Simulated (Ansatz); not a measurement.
`[F][Sn]([F])([F])[I]` + HI → `[F][Sn]([F])([I])[I]` + H–F at 700 K and 1 bar (ligand exchange at the Sn–F bond).

Program: Ansatz. Geometries: PBE0-D4/def2-TZVP. ΔE: electronic, gas phase. CCSD(T)/CBS is the MP2 limit (def2-TZVPP, def2-QZVPP) plus CCSD(T) − MP2 in def2-TZVPP, frozen cores. This one scheme is used for every species. def2 core potentials past Kr. For I, Sn outer-core shells are correlated without core-valence functions, which leaves a few kJ/mol of doubt a bond.

```csv
species,CCSD(T)/CBS energy (Eh),H − E (kJ/mol),S (J/(mol·K))
`[F][Sn]([F])([F])[I]`,-810.98500,78.6,451.5
HI,-298.03592,34.6,231.7
`[F][Sn]([F])([I])[I]`,-1008.65280,77.7,488.5
H–F,-100.39570,45.2,198.5
```

H − E and S are ideal-gas, rigid-rotor, harmonic terms from PBE0-D4/def2-TZVP. 1 Eh = 2625.50 kJ/mol, R = 8.31446 J/(mol·K).

Problem. By hand: ΔE, ΔH, ΔS and ΔG.

Solution. ΔE = (-1008.65280) + (-100.39570) − (-810.98500) − (-298.03592) = -0.02758 Eh = -72.4 kJ/mol. Δ(H − E) = 77.7 + 45.2 − 78.6 − 34.6 = 9.7, so ΔH = -62.7 kJ/mol. ΔS = 488.5 + 198.5 − 451.5 − 231.7 = 3.8 J/(mol·K). ΔG = -62.7 − 700 × (3.8)/1000 = -65.4 kJ/mol.

Problem. By hand: the equilibrium constant, and the temperature at which ΔG would vanish if ΔH and ΔS stayed fixed.

Solution. log₁₀ K = −ΔG/(RT ln 10) = 4.9. ΔH and −TΔS have one sign here, so there is no such temperature.

The number of gas molecules stays the same, so ΔS is small and ΔH decides. A doubt of 5 kJ/mol in ΔE shifts log₁₀ K by 0.4 here. Modes under 60 cm⁻¹, often nearly free rotors, make the harmonic entropy too high. These are equilibria of isolated gas molecules and say nothing of rates. Largest T1 diagnostic: 0.013 (customary marks: 0.02 for closed shells, 0.045 for open ones).

ΔS is within the doubt of such terms, so its sign, and with it that verdict, could turn.
